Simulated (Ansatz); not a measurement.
Relaxation of H4O3Si (8 atoms, charge 0, multiplicity 1), to a largest force component of 0.02 eV/Å in at most 40 steps.

Theory: RKS B3LYP/def2-SVP in Ansatz.

```xyz
8
Properties=species:S:1:pos:R:3
Si 0.000 0.000 0.000
O 0.000 0.000 1.680
H -0.909 -0.281 2.017
O 1.584 0.000 -0.559
H 1.901 -0.952 -0.676
O -0.791 1.371 -0.559
H -1.749 1.140 -0.782
H -0.688 -1.191 -0.486
```

Q: Where does it end, and by what steps?

A: The run converged. After 16 steps the energy has fallen by 0.441 eV; H5 moved furthest, 0.99 Å.

```csv
step,energy less start (eV),largest force component (eV/Å),accepted
0,0.0000,1.910,yes
1,-0.1825,0.699,yes
2,-0.2395,0.276,yes
3,-0.3039,0.547,yes
4,-0.3152,0.469,yes
5,-0.3571,0.169,yes
6,-0.3750,0.203,yes
7,-0.3821,0.223,yes
8,-0.4156,0.204,yes
9,-0.4260,0.290,yes
10,-0.4240,0.379,no
11,-0.4386,0.061,yes
12,-0.4347,0.094,no
13,-0.4404,0.033,yes
14,-0.4406,0.039,yes
15,-0.4366,0.314,no
16,-0.4409,0.007,yes
```

```xyz
8
Properties=species:S:1:pos:R:3
Si -0.205 -0.307 -0.035
O -0.001 -0.476 1.599
H -0.560 0.081 2.152
O 1.265 -0.465 -0.776
H 2.010 -0.024 -0.348
O -0.901 1.194 -0.215
H -1.216 1.440 -1.093
H -1.045 -1.356 -0.650
```

Whether the end is a true minimum wasn't checked by a vibrational analysis.

Time of the run: 44 s on 1 thread of Arm Neoverse V1, on a shared host, peak memory 0.15 GiB.
